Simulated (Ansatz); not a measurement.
Calculated with Ansatz (gas phase, PBE0-D4/def2-TZVP geometries, no zero-point term in ΔE). CBS: MP2 limit from def2 TZ/QZ plus the TZ coupled-cluster correction, frozen cores. Functionals use def2-TZVPP. For Ga, Mg outer-core shells are correlated without core-valence functions, which leaves a few kJ/mol of doubt a bond. Scalar relativity is left out up to krypton. One conformer a species, not always the lowest.

Reaction (cleavage of the Si–B bond): `[SiH3][BH][GaH2]` + `[OH][Mg][Cl]` → `[SiH3][O][Mg][Cl]` + `[BH2][GaH2]`

```json
{"level": "LDA (SPW92)", "ΔE (kcal/mol)": "-23.2"}
{"level": "PBE-D4", "ΔE (kcal/mol)": "-23.7"}
{"level": "revPBE-D4", "ΔE (kcal/mol)": "-24.1"}
{"level": "BLYP-D4", "ΔE (kcal/mol)": "-27.8"}
{"level": "r2SCANh-D4", "ΔE (kcal/mol)": "-28.5"}
{"level": "BHLYP-D4", "ΔE (kcal/mol)": "-31.9"}
{"level": "revPBE", "ΔE (kcal/mol)": "-24.4"}
{"level": "MP2/def2-TZVPP", "ΔE (kcal/mol)": "-31.6"}
```

**Question.** What does CCSD(T)/CBS give? (Estimate.)

**Answer.** Ansatz gave: -30.0 kcal/mol. The listed levels differ from it by 6.8, 6.3, 5.9, 2.2, 1.5, -1.9, 5.6, -1.6 kcal/mol.

Largest T1 diagnostic among the species: 0.015.

From r2SCAN to r2SCAN0 (25 % exact exchange), in def2-TZVPP and without D4, ΔE moves by −1.1 kcal/mol. At CCSD(T), def2-SVP lies +1.3 kcal/mol from the extrapolated value and def2-TZVPP −0.0 kcal/mol.
